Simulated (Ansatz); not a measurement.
Ideal-gas functions of CH2OSe, SMILES `OC=[Se]` at 500 K and 1 bar, from an Ansatz frequency run at PBE0-D4/def2-TZVP.

Molar mass 108.99 g/mol, point group Cs (symmetry number 1), electronic degeneracy 1, moments of inertia 7.251, 123.699, 130.95 u Å². Harmonic wavenumbers (cm⁻¹, unscaled): 399, 514, 818, 889, 1246, 1268, 1459, 3105, 3793.

Use S(trans) = R[1.5 ln M + 2.5 ln T − 1.1517]; rotational temperatures θ = 24.2544 K / I; S(rot) = R[ln(√π/σ · √(T³/θAθBθC)) + 1.5]; for each mode x = 1.438777 ν̃/T, S = R[x/(eˣ − 1) − ln(1 − e⁻ˣ)] and H = RT x/(eˣ − 1); 1 cm⁻¹ = 0.0119627 kJ/mol; R = 8.31446 J/(mol·K).

Task: By hand: the entropy, in J/(mol·K).

Result: Translation 178.1. Rotation: θ = 3.345, 0.1961, 0.1852 K, giving 103.5. Vibration, mode by mode: 7.61, 5.78, 2.88, 2.46, 1.08, 1.03, 0.66, 0.01, 0.00, in all 21.5. Electronic 0.0. Sum 303.1 J/(mol·K).

Task: By hand: H − E and G − E in kJ/mol, counted from the electronic energy.

Result: Zero-point energy ½ × 13491 × 0.0119627 = 80.7; thermal vibration 7.1; translation, rotation and pV give 4 RT = 16.6. H − E = 104.4 kJ/mol, and G − E = 104.4 − 500 × 303.1/1000 = -47.2 kJ/mol.

Vibration gives 7 % of the entropy. The sum counts one conformer and one mirror image; others add a mixing term.
